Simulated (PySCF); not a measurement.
# Which basis set comes closest?

Molecule: trimethylborane (CB(C)C, C$_{3}$H$_{9}$B).

Molfile (atoms numbered from 1):
```
C3H9B
     RDKit          3D

 13 12  0  0  0  0  0  0  0  0999 V2000
   -0.2951    1.5534    0.0995 C   0  0  0  0  0  0  0  0  0  0  0  0
   -0.0066    0.0063    0.0797 B   0  0  0  0  0  0  0  0  0  0  0  0
    1.4708   -0.5221    0.2197 C   0  0  0  0  0  0  0  0  0  0  0  0
   -1.1871   -1.0222   -0.0751 C   0  0  0  0  0  0  0  0  0  0  0  0
    0.3895    2.1042   -0.5673 H   0  0  0  0  0  0  0  0  0  0  0  0
   -0.0556    1.9176    1.1174 H   0  0  0  0  0  0  0  0  0  0  0  0
   -1.3324    1.8446   -0.1220 H   0  0  0  0  0  0  0  0  0  0  0  0
    2.2567    0.2432    0.1386 H   0  0  0  0  0  0  0  0  0  0  0  0
    1.6792   -1.3315   -0.5007 H   0  0  0  0  0  0  0  0  0  0  0  0
    1.5630   -0.9972    1.2149 H   0  0  0  0  0  0  0  0  0  0  0  0
   -1.4255   -1.0391   -1.1575 H   0  0  0  0  0  0  0  0  0  0  0  0
   -0.9505   -2.0567    0.2156 H   0  0  0  0  0  0  0  0  0  0  0  0
   -2.1153   -0.6995    0.4231 H   0  0  0  0  0  0  0  0  0  0  0  0
  1  2  1  0
  2  3  1  0
  2  4  1  0
  1  5  1  0
  1  6  1  0
  1  7  1  0
  3  8  1  0
  3  9  1  0
  3 10  1  0
  4 11  1  0
  4 12  1  0
  4 13  1  0
M  END
```

Geometry PBE0-D3(BJ)/def2-SVP throughout; GIAO in PySCF 2.14, gas phase, one conformer, non-relativistic; equivalent atoms averaged; functional PBE0.

Reference values (measured; Macháček, Bühl, Fanfrlík, Hnyk, 11B NMR of BX3 and BX4-, J. Phys. Chem. A (author manuscript)): δ(B2) = 86.2 ppm vs BF3.OEt2. Computed shifts are taken against BF3·OEt2, calculated as an isolated molecule at each level.

Task: How do the basis sets STO-3G, 6-31G, pcSseg-0, 6-31G*, def2-SVP, cc-pVDZ, pcSseg-1, 6-311+G(2d,p), aug-cc-pVDZ, def2-TZVP, IGLO-III, cc-pVTZ, pcSseg-2 perform against the reference? Times are CPU seconds on shared hosts with different chips, so compare them loosely.

Result: 
| basis set | functions | B2 | abs. error B | core-s |
| --- | --- | --- | --- | --- |
| STO-3G | 29 | 90.6 | 4.4 | 3 |
| 6-31G | 54 | 76.9 | 9.3 | 5.3 |
| pcSseg-0 | 54 | 90.2 | 4.0 | 2.5 |
| 6-31G* | 74 | 78.4 | 7.8 | 7.1 |
| def2-SVP | 101 | 82.8 | 3.4 | 10 |
| cc-pVDZ | 101 | 83.4 | 2.8 | 5.3 |
| pcSseg-1 | 113 | 88.4 | 2.2 | 9.1 |
| 6-311+G(2d,p) | 162 | 85.6 | 0.6 | 20 |
| aug-cc-pVDZ | 173 | 82.8 | 3.4 | 11 |
| def2-TZVP | 178 | 86.6 | 0.4 | 24 |
| IGLO-III | 230 | 90.6 | 4.4 | 16 |
| cc-pVTZ | 246 | 85.4 | 0.8 | 19 |
| pcSseg-2 | 270 | 90.0 | 3.8 | 38 |

For ¹¹B the closest is def2-TZVP (0.4 ppm, with 6-311+G(2d,p) practically level) and the furthest 6-31G (9.3 ppm). Where a smaller basis beats a larger one, errors probably cancel; the largest sets show where the functional converges. One molecule is a small sample, and vibrational and solvent effects are absent from the calculation.

A small basis that lands close on one nucleus may do so by chance; judge by the trend and by all nuclei.
